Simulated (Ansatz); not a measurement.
Task: Name a neutral molecule of C, Cl, F, Sn with LUMO energy (B3LYP/def2-TZVPP) between -3.15 and -2.85 eV and LUMO energy (PBE/def2-TZVPP) between -3.70 and -3.40 eV (Ansatz, PBE0-D4/def2-TZVP geometry).

Result: `F[C](F)(F)[Sn]([Cl])([Cl])[Cl]` (-3.09 eV, -3.63 eV). Other molecules can fit too; these were computed, each in one conformer that needn't be the lowest.

B3LYP here is the variant with VWN-RPA as its local correlation; programs differ in this.
